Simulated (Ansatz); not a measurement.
A run of Ansatz (development build ahead of 0.2.0) on singlet H14 at this shape:

```yaml
atoms:
  - { symbol: H, position_ang: [2.1267, 0.8240, -0.1768] }
  - { symbol: H, position_ang: [2.2728, -0.1835, -0.1835] }
  - { symbol: H, position_ang: [1.9688, -1.1547, -0.1539] }
  - { symbol: H, position_ang: [1.2748, -1.8972, -0.0938] }
  - { symbol: H, position_ang: [0.3283, -2.2639, -0.0151] }
  - { symbol: H, position_ang: [-0.6832, -2.1822, 0.0666] }
  - { symbol: H, position_ang: [-1.5594, -1.6683, 0.1351] }
  - { symbol: H, position_ang: [-2.1267, -0.8240, 0.1768] }
  - { symbol: H, position_ang: [-2.2728, 0.1835, 0.1835] }
  - { symbol: H, position_ang: [-1.9688, 1.1547, 0.1539] }
  - { symbol: H, position_ang: [-1.2748, 1.8972, 0.0938] }
  - { symbol: H, position_ang: [-0.3283, 2.2639, 0.0151] }
  - { symbol: H, position_ang: [0.6832, 2.1822, -0.0666] }
  - { symbol: H, position_ang: [1.5594, 1.6683, -0.1351] }
```

Its results:

```json
{"Converged": "yes", "Total energy": "-7.30473 hartree", "Spin squared of the determinant": "0.000"}
```

(1) Which input gives this output? Name the method, the orbitals and the basis set, and write the input.

## Answers

(1) RHF in STO-3G. An unrestricted run that stays on the closed shell gives the same numbers.

```yaml
crystal:
  periodic: [false, false, false]
  atoms:
    - { symbol: H, position_ang: [2.12673, 0.82398, -0.17681] }
    - { symbol: H, position_ang: [2.27284, -0.18354, -0.18353] }
    - { symbol: H, position_ang: [1.96879, -1.15471, -0.15391] }
    - { symbol: H, position_ang: [1.27479, -1.89717, -0.0938] }
    - { symbol: H, position_ang: [0.32831, -2.26388, -0.01511] }
    - { symbol: H, position_ang: [-0.6832, -2.1822, 0.06657] }
    - { symbol: H, position_ang: [-1.55939, -1.6683, 0.13506] }
    - { symbol: H, position_ang: [-2.12673, -0.82398, 0.17681] }
    - { symbol: H, position_ang: [-2.27284, 0.18354, 0.18353] }
    - { symbol: H, position_ang: [-1.96879, 1.15471, 0.15391] }
    - { symbol: H, position_ang: [-1.27479, 1.89717, 0.0938] }
    - { symbol: H, position_ang: [-0.32831, 2.26388, 0.01511] }
    - { symbol: H, position_ang: [0.6832, 2.1822, -0.06657] }
    - { symbol: H, position_ang: [1.55939, 1.6683, -0.13506] }
basis:
  gaussian: { orbitals: STO-3G }
hamiltonian:
  xc: hf
```

Caution: stretched shape with no unrestricted run beside it, a lower state can exist.
